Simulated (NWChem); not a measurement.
ZnSiH$_{4}$O; SMILES [Zn]([OH])[SiH3]

```xyz
7

Zn     0.4512    -0.4710     0.0004
O      0.7110    -2.2306     0.0005
H     -0.0694    -2.7922     0.0015
Si     0.2756     1.8690     0.0011
H     -1.1273     2.3083    -0.2892
H      1.1595     2.4913    -1.0357
H      0.6588     2.4541     1.3256
```
Atoms are numbered in this order, from 1.

Results from NWChem. Pople sets run with spherical d functions. All runs use the structure optimised with PBE0/def2-SVP. Vzz is the largest principal value of the second derivative of the potential at the nucleus (NWChem prints the opposite sign); η is the asymmetry. Non-relativistic.

```csv
level,Vzz Zn1 (a.u.),η Zn1,Vzz O2 (a.u.),η O2
Hartree-Fock/def2-TZVP,-3.179,0.09,1.455,0.45
Hartree-Fock/def2-SVP,-2.089,0.11,1.577,0.50
PBE0/def2-TZVP,___,0.15,___,0.59
PBE0/6-31G*,-1.485,0.21,1.309,0.57
```

### Question
Fill in the missing entries.

### Answer

- PBE0/def2-TZVP, Vzz Zn1 (a.u.): -2.533
- PBE0/def2-TZVP, Vzz O2 (a.u.): 1.328
